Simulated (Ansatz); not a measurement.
Consider the formal exchange of groups at a P–N bond: `FC[SiH2]NP` + `B1C[SiH2]1` → `PB1C[SiH2]1` + `N[SiH2]CF`.

Program: Ansatz. Geometries: PBE0-D4/def2-TZVP. ΔE: electronic, gas phase. CCSD(T)/CBS adds triple-zeta CCSD(T) − MP2 to the extrapolated MP2 energy (def2 sets, frozen cores). Functionals use def2-TZVPP. One conformer a species, not always the lowest.

```
             level  ΔE (kJ/mol)
       LDA (SPW92)        -61.7
         r2SCAN-D4        -60.7
    MP2/def2-TZVPP        -49.5
SCS-MP2/def2-TZVPP        -43.7
```

(1) What does CCSD(T)/CBS give? (Best estimate.)

Largest T1 diagnostic among the species: 0.017.

Answers

(1) Computed: -49.2 kJ/mol. The listed levels differ from it by -12.5, -11.5, -0.3, 5.5 kJ/mol.

Leaving LDA and LC-ωPBE aside and taking each functional with its dispersion term where it has one, the values, not all of them listed here, spread over 18.8 kJ/mol, from B97M-V to ωB97M-V. From BLYP to BHLYP (50 % exact exchange), in def2-TZVPP and without D4, ΔE moves by +4.1 kJ/mol.

CCSD(T)/CBS has its own doubt, a few kJ/mol and more with outer-core shells, so smaller differences from it don't rank the levels.
